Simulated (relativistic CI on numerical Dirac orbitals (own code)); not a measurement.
**Ligand-field terms of d5**

Computed with a parametric ligand-field model of a d^n configuration (Racah B and C, spin-orbit zeta, crystal field), exact diagonalisation.

Field parameters in Wybourne normalisation: Oh B⁴₀ = 21Dq, B⁴₄ = √(5/14) B⁴₀. The field is a parameter set, without covalency, and values of 10Dq over about 45,000 cm⁻¹ lie beyond real compounds.

B = 1080 cm⁻¹, C = 4080 cm⁻¹ (C/B = 3.78), Oh, no spin-orbit coupling. Tanabe-Sugano data, E/B above the lowest term (Δ = |10Dq|; b, c mark the second and third term of a kind):

| Δ/B | 6A1 | 4T1 | 4T2 | 4T1(b) | 2T2 | 2A2 |
| --- | --- | --- | --- | --- | --- | --- |
| 1.0 | 0.00 | 28.71 | 28.87 | 33.61 | 41.03 | 41.10 |
| 5.0 | 0.00 | 25.99 | 28.30 | 36.08 | 36.69 | 38.90 |
| 9.0 | 0.00 | 22.40 | 26.79 | 38.95 | 29.88 | 35.56 |
| 13.0 | 0.00 | 18.63 | 24.31 | 41.32 | 22.56 | 31.89 |
| 17.0 | 0.00 | 14.78 | 21.17 | 42.90 | 15.05 | 28.10 |
| 21.0 | 0.00 | 10.89 | 17.70 | 43.82 | 7.42 | 24.24 |
| 25.0 | 0.27 | 7.25 | 14.32 | 44.61 | 0.00 | 20.62 |
| 29.0 | 8.02 | 11.07 | 18.31 | 52.67 | 0.00 | 24.44 |
| 33.0 | 15.81 | 14.91 | 22.28 | 60.65 | 0.00 | 28.29 |
| 37.0 | 23.62 | 18.78 | 26.23 | 68.60 | 0.00 | 32.16 |
| 41.0 | 31.47 | 22.66 | 30.19 | 76.53 | 0.00 | 36.04 |
| 45.0 | 39.33 | 26.55 | 34.14 | 84.46 | 0.00 | 39.93 |

The ground term changes from 6A1 to 2T2 between Δ/B = 21.0 and 25.0.
